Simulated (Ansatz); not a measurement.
`[Cl][Ga]([Br])[Br]` + HCl → `[Cl][Ga]([Cl])[Br]` + HBr at 500 K and 1 bar (ligand exchange at a Ga–Br bond).

Calculated with Ansatz (gas phase, PBE0-D4/def2-TZVP geometries, no zero-point term in ΔE). CCSD(T)/CBS is the MP2 limit (def2-TZVPP, def2-QZVPP) plus CCSD(T) − MP2 in def2-TZVPP, frozen cores. This one scheme is used for every species. For Br, Ga outer-core shells are correlated without core-valence functions, which leaves a few kJ/mol of doubt a bond. Scalar relativity is left out up to krypton.

```
             species  CCSD(T)/CBS energy (Eh)  H − E (kJ/mol)  S (J/(mol·K))
`[Cl][Ga]([Br])[Br]`              -7530.52317            42.8          399.0
                 HCl               -460.38127            32.5          201.9
`[Cl][Ga]([Cl])[Br]`              -5416.98025            43.1          387.0
                 HBr              -2573.91920            30.5          213.7
```

H − E and S are ideal-gas, rigid-rotor, harmonic terms from PBE0-D4/def2-TZVP. 1 Eh = 2625.50 kJ/mol, R = 8.31446 J/(mol·K).

Question: By hand: ΔE, ΔH, ΔS and ΔG.

Answer: ΔE = (-5416.98025) + (-2573.91920) − (-7530.52317) − (-460.38127) = 0.00499 Eh = 13.1 kJ/mol. Δ(H − E) = 43.1 + 30.5 − 42.8 − 32.5 = -1.7, so ΔH = 11.4 kJ/mol. ΔS = 387.0 + 213.7 − 399.0 − 201.9 = -0.2 J/(mol·K). ΔG = 11.4 − 500 × (-0.2)/1000 = 11.5 kJ/mol.

Question: By hand: the equilibrium constant, and the temperature at which ΔG would vanish if ΔH and ΔS stayed fixed.

Answer: log₁₀ K = −ΔG/(RT ln 10) = -1.2. ΔH and −TΔS have one sign here, so there is no such temperature.

The number of gas molecules stays the same, so ΔS is small and ΔH decides. A doubt of 5 kJ/mol in ΔE shifts log₁₀ K by 0.5 here. These are equilibria of isolated gas molecules and say nothing of rates. Largest T1 diagnostic: 0.010 (customary marks: 0.02 for closed shells, 0.045 for open ones).

ΔS is within the doubt of such terms, so its sign, and with it that verdict, could turn.
